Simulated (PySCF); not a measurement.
Species: C6H10N2.
SMILES with atom numbers: `[CH3:1][CH2:2][CH2:3]/[N:4]=[C:5](/[CH3:6])[C:7]#[N:8]` (hydrogens: H9, H10, H11 on C1; H12, H13 on C2; H14, H15 on C3; H16, H17, H18 on C6)

The calculation used PBE0-D3(BJ)/def2-SVP geometry optimisation, gas phase (PySCF 2.14.0).

(1) What internal coordinates does the optimisation give?

Results:

(1) 
| bond | length (Å) |
| --- | --- |
| C1–C2 | 1.519 |
| C2–C3 | 1.525 |
| C3–N4 | 1.437 |
| N4=C5 | 1.270 |
| C5–C6 | 1.497 |
| C5–C7 | 1.460 |
| C7≡N8 | 1.159 |
| C1–H9, C1–H10, C1–H11 | 1.101 |
| C2–H12, C2–H13 | 1.103 |
| C3–H14, C3–H15 | 1.106 |
| C6–H16, C6–H17, C6–H18 | 1.100 |

Bonds in one row agree within 0.01 Å and their mean is given. A selection of angles:
| angle | degrees |
| --- | --- |
| C2–C1–H9 | 111.5 |
| H9–C1–H10 | 107.5 |
| C1–C2–C3 | 112.5 |
| C1–C2–H12 | 110.1 |
| C1–C2–H13 | 110.8 |
| C3–C2–H12 | 108.5 |
| C3–C2–H13 | 108.4 |
| H12–C2–H13 | 106.2 |
| C2–C3–N4 | 110.5 |
| C2–C3–H14 | 108.6 |
| N4–C3–H14 | 107.0 |
| N4–C3–H15 | 113.3 |
| H14–C3–H15 | 107.3 |
| C3–N4–C5 | 121.6 |
| N4–C5–C6 | 121.9 |
| N4–C5–C7 | 122.7 |
| C6–C5–C7 | 115.4 |
| C5–C6–H16 | 110.7 |
| C5–C6–H17 | 108.8 |
| H16–C6–H17 | 109.7 |
| H16–C6–H18 | 107.2 |
| C5–C7–N8 | 178.7 |

Dihedral angles: C1–C2–C3–N4 175° (antiperiplanar); C2–C3–N4–C5 118° (anticlinal); C3–N4–C5–C6 -179° (antiperiplanar). The mirror-image conformer, all signs reversed, is as good.

The C–N distances run from 1.159 Å (C7≡N8, drawn triple) to 1.437 Å (C3–N4, drawn single), a spread of 0.278 Å. The 4 C–C bonds span 1.460 Å (C5–C7, drawn single) to 1.525 Å (C2–C3, drawn single), a spread of 0.065 Å. Of the pairs four or more bonds apart, C7···H15 is among the closest relative to their van der Waals radii: 2.36 Å, 81 % of the sum of Bondi's values.

Point group: C1 (no symmetry element, even within 0.4 Å). PBE0-D3(BJ)/def2-SVP frequencies: not computed here. The numbers are those of one conformer.
